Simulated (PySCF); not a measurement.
## 17O chemical shifts

- coordinates at the GFN2-xTB level
- shieldings: GIAO PBE0/pcSseg-1
- code: PySCF 2.14
- non-relativistic, gas phase, a single conformation, averaged over atoms made equivalent by symmetry, fast rotation or ring inversion

Shieldings were converted by a linear fit to measured shifts: 17O (scatter 10.7 ppm rms, 12.2 ppm with the 3 outliers that the fit left out vs liquid water, solution or neat liquid). A few per cent of atoms miss by over 2 rms, more outside the fitted compound classes.

Give the 17O shifts of `S=c1ccocc1`, `C=C(C)[C@@H]1O[Si@H](Cl)OC1=O`, `C[Si@@H](O)[Si@](C)(F)O[SiH3]`, `C[SiH2]/C=C(\Cl)C(=O)OC=O`, `CC(=O)[C@@H]1OC[Si@H](N)N[SiH2]1`, `O[SiH2][C@H](O[SiH3])[SiH2]CF`.

## Answers


| compound | environment | δ (ppm) |
| --- | --- | --- |
| S=c1ccocc1 | ring oxygen | 178.2 |
| [CH2:1]=[C:2]([CH3:3])[C@@H:4]1[O:5][Si@H:6]([Cl:7])[O:8][C:9]1=[O:10] | O10: carbonyl oxygen | 356.7 |
| [CH2:1]=[C:2]([CH3:3])[C@@H:4]1[O:5][Si@H:6]([Cl:7])[O:8][C:9]1=[O:10] | O8: oxygen bonded to C, Si, in a 5-membered ring | 163.8 |
| [CH2:1]=[C:2]([CH3:3])[C@@H:4]1[O:5][Si@H:6]([Cl:7])[O:8][C:9]1=[O:10] | O5: oxygen bonded to C, Si, in a 5-membered ring | 33.3 |
| [CH3:1][Si@@H:2]([OH:3])[Si@:4]([CH3:5])([F:6])[O:7][SiH3:8] | O7: oxygen bonded to 2 Si | 9.3 |
| [CH3:1][Si@@H:2]([OH:3])[Si@:4]([CH3:5])([F:6])[O:7][SiH3:8] | O3: oxygen bonded to Si, H | -25.0 |
| [CH3:1][SiH2:2]/[CH:3]=[C:4](\[Cl:5])[C:6](=[O:7])[O:8][CH:9]=[O:10] | O10: ester carbonyl oxygen | 413.6 |
| [CH3:1][SiH2:2]/[CH:3]=[C:4](\[Cl:5])[C:6](=[O:7])[O:8][CH:9]=[O:10] | O7: ester carbonyl oxygen | 383.6 |
| [CH3:1][SiH2:2]/[CH:3]=[C:4](\[Cl:5])[C:6](=[O:7])[O:8][CH:9]=[O:10] | O8: ester alkoxy oxygen | 236.4 |
| [CH3:1][C:2](=[O:3])[C@@H:4]1[O:5][CH2:6][Si@H:7]([NH2:8])[NH:9][SiH2:10]1 | O3: ketone oxygen | 543.4 |
| [CH3:1][C:2](=[O:3])[C@@H:4]1[O:5][CH2:6][Si@H:7]([NH2:8])[NH:9][SiH2:10]1 | O5: ether oxygen | -36.7 |
| [OH:1][SiH2:2][C@H:3]([O:4][SiH3:5])[SiH2:6][CH2:7][F:8] | O1: oxygen bonded to Si, H | -33.7 |
| [OH:1][SiH2:2][C@H:3]([O:4][SiH3:5])[SiH2:6][CH2:7][F:8] | O4: oxygen bonded to C, Si | -68.1 |
